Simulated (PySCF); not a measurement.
H₂MgOSe, singlet, at a GFN2-xTB geometry (such geometries of metal compounds can be far from the true shape); M062X/6-31G, TDA in PySCF.

Input for PySCF:
```python
from pyscf import gto, scf, dft, tdscf

mol = gto.M(
    atom='''
Mg    0.89902120   -0.75009780   -0.18099896
O     2.15563891   -1.84660381   -0.35303935
H     2.86421580   -2.46853817   -0.44391491
Se   -0.87419050    0.76397967    0.11770526
H    -1.17510445    0.26723355    1.43823832
''',
    basis='6-31g',
    verbose=4,
)

mf = dft.RKS(mol)
mf.xc = 'm062x'
mf.kernel()
td = mf.TDA()
td.nstates = 5
td.kernel()
td.analyze()
```

The log (banner, timings and long lists left out):

```
PySCF version 2.14.0

[INPUT] verbose = 4
[INPUT] num. atoms = 5
[INPUT] num. electrons = 56
[INPUT] charge = 0
[INPUT] spin (= nelec alpha-beta = 2S) = 0
[INPUT] symmetry False subgroup None
[INPUT] Mole.unit = angstrom
[INPUT] Symbol           X                Y                Z      unit          X                Y                Z       unit  Magmom
[INPUT]  1 Mg     0.899021200000  -0.750097800000  -0.180998960000 AA    1.698903848178  -1.417479408639  -0.342038463231 Bohr   0.0
[INPUT]  2 O      2.155638910000  -1.846603810000  -0.353039350000 AA    4.073567163356  -3.489575461478  -0.667147682694 Bohr   0.0
[INPUT]  3 H      2.864215800000  -2.468538170000  -0.443914910000 AA    5.412583423652  -4.664861069335  -0.838877602511 Bohr   0.0
[INPUT]  4 Se    -0.874190500000   0.763979670000   0.117705260000 AA   -1.651980625697   1.443712341036   0.222430704821 Bohr   0.0
[INPUT]  5 H     -1.175104450000   0.267233550000   1.438238320000 AA   -2.220625578258   0.504998220795   2.717876526655 Bohr   0.0

nuclear repulsion = 184.196523525546
number of shells = 27
number of NR pGTOs = 166
number of NR cGTOs = 53
basis = 6-31g
ecp = {}

******** <class 'pyscf.dft.rks.RKS'> ********
method = RKS
initial guess = minao
damping factor = 0
level_shift factor = 0
DIIS = <class 'pyscf.scf.diis.CDIIS'>
diis_start_cycle = 1
diis_space = 8
diis_damp = 0
SCF conv_tol = 1e-09
SCF conv_tol_grad = None
SCF max_cycles = 50
direct_scf = True
direct_scf_tol = 1e-13
XC library pyscf.dft.libxc version 7.1.2
    S. Lehtola, C. Steigemann, M. J. T. Oliveira, and M. A. L. Marques,  SoftwareX 7, 1–5 (2018)
XC functionals = m062x
    Y. Zhao and D. G. Truhlar,  Theor. Chem. Acc. 120, 215 (2008)
    Y. Zhao and D. G. Truhlar,  Theor. Chem. Acc. 120, 215 (2008)
radial grids:
    Treutler-Ahlrichs [JCP 102, 346 (1995); DOI:10.1063/1.469408] (M4) radial grids

becke partition: Becke, JCP 88, 2547 (1988); DOI:10.1063/1.454033
pruning grids: <function nwchem_prune>
grids dens level: 3
symmetrized grids: False
atomic radii adjust function: <function treutler_atomic_radii_adjust>
small_rho_cutoff = 0
Set gradient conv threshold to 3.16228e-05
Initial guess from minao.
tot grids = 72704
init E= -2676.88935952551
  HOMO = -0.311060188822428  LUMO = -0.102417812499686  gap/eV = 5.67745
cycle= 1 E= -2677.54441185028  delta_E= -0.655  |g|= 0.824  |ddm|= 2.13
  HOMO = -0.172003006100309  LUMO = -0.0122450043748188  gap/eV = 4.34724
cycle= 2 E= -2677.43029124962  delta_E= 0.114  |g|= 1.13  |ddm|= 1.35
  HOMO = -0.27792470818562  LUMO = -0.0258436906916093  gap/eV = 6.85947
cycle= 3 E= -2677.68141956713  delta_E= -0.251  |g|= 0.105  |ddm|= 0.739
  HOMO = -0.29409657018218  LUMO = -0.0260852799495712  gap/eV = 7.29296
cycle= 4 E= -2677.68360684472  delta_E= -0.00219  |g|= 0.0296  |ddm|= 0.127
  HOMO = -0.289564011634587  LUMO = -0.0253661247814345  gap/eV = 7.18919
cycle= 5 E= -2677.68374821896  delta_E= -0.000141  |g|= 0.00229  |ddm|= 0.0343
  HOMO = -0.288774011551439  LUMO = -0.0252636569533649  gap/eV = 7.17048
cycle= 6 E= -2677.68375172332  delta_E= -3.5e-06  |g|= 0.000759  |ddm|= 0.00688
  HOMO = -0.288923328431957  LUMO = -0.0253344760276724  gap/eV = 7.17262
cycle= 7 E= -2677.68375216231  delta_E= -4.39e-07  |g|= 0.000179  |ddm|= 0.00238
  HOMO = -0.288856990724109  LUMO = -0.0253449556727929  gap/eV = 7.17053
cycle= 8 E= -2677.68375219579  delta_E= -3.35e-08  |g|= 3.84e-05  |ddm|= 0.000684
  HOMO = -0.2888683062228  LUMO = -0.0253459496508981  gap/eV = 7.17081
cycle= 9 E= -2677.68375219695  delta_E= -1.16e-09  |g|= 6.82e-06  |ddm|= 0.000138
  HOMO = -0.288867001585815  LUMO = -0.0253464020810767  gap/eV = 7.17076
cycle= 10 E= -2677.68375219697  delta_E= -2.36e-11  |g|= 6.21e-07  |ddm|= 2.12e-05
  HOMO = -0.288867054209809  LUMO = -0.0253463157411447  gap/eV = 7.17076
Extra cycle  E= -2677.68375219698  delta_E= -2.27e-12  |g|= 4.19e-07  |ddm|= 1.67e-06
converged SCF energy = -2677.68375219698

******** <class 'pyscf.tdscf.rks.TDA'> for <class 'pyscf.dft.rks.RKS'> ********
nstates = 5 singlet
deg_eia_thresh = 1.000e-03
wfnsym = None
conv_tol = 1e-05
eigh lindep = 1e-12
eigh level_shift = 0
eigh max_cycle = 100

Excitation energies (eV)
[4.35480647 5.69524613 5.8013151  5.94267953 5.95219654]

** Singlet excitation energies and oscillator strengths **
Excited State   1:      4.35481 eV    284.71 nm  f=0.0474
      28 -> 29        0.69815
Excited State   2:      5.69525 eV    217.70 nm  f=0.0000
      28 -> 30        0.63036
      28 -> 32        0.25032
      28 -> 33       -0.17463
Excited State   3:      5.80132 eV    213.72 nm  f=0.0800
      26 -> 29        0.32678
      27 -> 29        0.54258
      28 -> 31        0.28151
Excited State   4:      5.94268 eV    208.63 nm  f=0.0690
      26 -> 29        0.60289
      27 -> 29       -0.26018
      28 -> 31       -0.19635
Excited State   5:      5.95220 eV    208.30 nm  f=0.0727
      25 -> 29       -0.68070
      25 -> 32       -0.12493

** Transition electric dipole moments (AU) **
state          X           Y           Z        Dip. S.      Osc.
  1         0.4227      0.4430      0.2631      0.4441      0.0474
  2        -0.0072     -0.0064     -0.0041      0.0001      0.0000
  3        -0.5795      0.3932      0.2695      0.5630      0.0800
  4         0.1850     -0.4632      0.4749      0.4743      0.0690
  5        -0.4486     -0.4673     -0.2807      0.4984      0.0727

** Transition velocity dipole moments (imaginary part, AU) **
state          X           Y           Z        Dip. S.      Osc.
  1         0.0570      0.0597      0.0354      0.0081      0.0336
  2        -0.0301     -0.0312     -0.0187      0.0022      0.0071
  3        -0.1468      0.0984      0.0705      0.0362      0.1132
  4         0.0590     -0.1206      0.1065      0.0294      0.0897
  5        -0.1027     -0.1069     -0.0642      0.0261      0.0796

** Transition magnetic dipole moments (imaginary part, AU) **
state          X           Y           Z
  1         0.0189     -0.1381      0.2021
  2        -0.3173      0.2768      0.0449
  3         0.3985      0.4172      0.2475
  4         0.4550      0.4763      0.2874
  5        -0.1503     -0.3664      0.8511
```
